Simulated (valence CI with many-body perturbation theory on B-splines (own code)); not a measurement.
## The 34-electron sequence from Tc9+ to Tm35+

Calculated by configuration interaction combined with many-body perturbation theory (CI+MBPT): six valence electrons over a frozen Dirac-Fock core [Ar] 3d10, a basis of 9 s, 9 p, 8 d, 6 f, 3 g, 1 h functions for each j, with the one-electron correlation potential Σ1, the two-electron term Σ2, the three-electron term Σ3, Breit, model QED; selected CI, second order for the rest, scaled by the run's own slope (own B-spline code, finite nucleus). Basis and details of the method differ along the sequence, and some ions are missing.

Excitation energies in eV above the lowest level of each ion. Labels name the leading LS component, so a column can jump where levels mix; a blank means that no level of the computed list carries the label, and where several do, the lowest of them is shown. The ionisation energies from NIST are mostly theoretical or semi-empirical. By estimate, excited configurations hold to about 0.1 % in light ions and 0.5 % in heavy ones, terms of the ground configuration to 0.5 to 2 %, and small fine-structure intervals to 10 cm⁻¹ or more; near the neutral end and where shells cross, configurations can be misplaced by 0.1 to 0.6 eV.

| Ion | Lowest level | IE (eV) | IE, NIST (eV) | 4s4p⁵ ³P°_2 | 4s4p⁵ ³P°_1 | 4s²4p³4d ⁵D°_3 | 4s4p⁵ ¹P°_1 | 4s²4p³4d ⁵D°_0 | 4s²4p³4d ⁵D°_1 | 4s²4p³4d ⁵D°_4 |
| --- | --- | --- | --- | --- | --- | --- | --- | --- | --- | --- |
| Tc9+ | 4s²4p⁴ ³P_2 | 191.97 | 189.9 ± 2.2 | 31.46 | 33.34 | 43.87 | 39.99 | 43.80 | 43.92 | 44.22 |
| Rh11+ | 4s²4p⁴ ³P_2 | 253.41 | 252.1 ± 2.5 | 36.87 | 39.33 | 51.27 | 47.02 | 51.24 | 51.45 | 51.85 |
| Ag13+ | 4s²4p⁴ ³P_2 | 322.03 | 321 ± 3 | 42.62 | 45.70 | 58.64 | 54.59 | 58.64 | 59.01 | 59.52 |
| In15+ | 4s²4p⁴ ³P_2 | 397.74 | 396 ± 3 | 48.77 | 52.50 | 65.97 | 62.83 | 66.03 | 66.61 | 67.23 |
| Sb17+ | 4s²4p⁴ ³P_2 | 480.53 | 479 ± 3 | 55.36 | 59.74 | 73.28 | 71.81 | 73.39 | 74.28 | 74.99 |
| I19+ | 4s²4p⁴ ³P_2 | 570.37 | 569 ± 4 | 62.47 | 67.45 | 80.57 |  | 80.79 | 81.23 | 82.82 |
| Cs21+ | 4s²4p⁴ ³P_2 | 667.27 | 666 ± 4 | 70.13 | 75.66 | 87.84 | 92.98 |  | 89.37 | 90.73 |
| La23+ | 4s²4p⁴ ³P_2 | 771.23 | 770 ± 4 | 78.42 | 84.34 | 95.10 | 104.9 | 94.62 | 97.28 | 98.75 |
| Pr25+ | 4s²4p⁴ ³P_2 | 882.27 | 880 ± 4 | 87.37 | 93.43 | 102.3 |  |  | 105.4 | 106.9 |
| Pm27+ | 4s²4p⁴ ³P_2 | 1000.4 | 998 ± 4 | 97.03 | 102.7 |  | 132.5 |  | 114.1 | 143.3 |
| Eu29+ | 4s²4p⁴ ³P_2 | 1125.6 | 1124 ± 4 | 107.4 | 111.9 |  |  |  | 123.8 | 157.7 |
| Tm35+ | 4s²4p⁴ ³P_2 | 1544 | 1542 ± 5 | 144.0 |  |  | 160.1 | 193.5 |  | 208.4 |

**Question.** Does the computed ground configuration or its J change in this range?

**Answer.** No, it stays 4s²4p⁴ with J = 2; its leading component is 84 % ³P at the start and 70 % ³P at the end, where the leading jj configuration holds 99 %.

Shares of the ionisation energy in eV, for some of the ions:

| Ion | Σ1 | Σ2 | Σ3 | Breit | QED |
| --- | --- | --- | --- | --- | --- |
| Tc9+ | 0.883 | 0.00518 | -0.141 | -0.0830 | 0.00746 |
| Ag13+ | 1.03 | 0.0579 | -0.206 | -0.142 | 0.00586 |
| Sb17+ | 1.14 | 0.105 | -0.264 | -0.224 | 0.00186 |
| Cs21+ | 1.23 | 0.151 | -0.314 | -0.335 | -0.00474 |
| Pr25+ | 1.30 | 0.203 | -0.358 | -0.481 | -0.0165 |
| Eu29+ | 1.37 | 0.255 | -0.398 | -0.670 | -0.0295 |
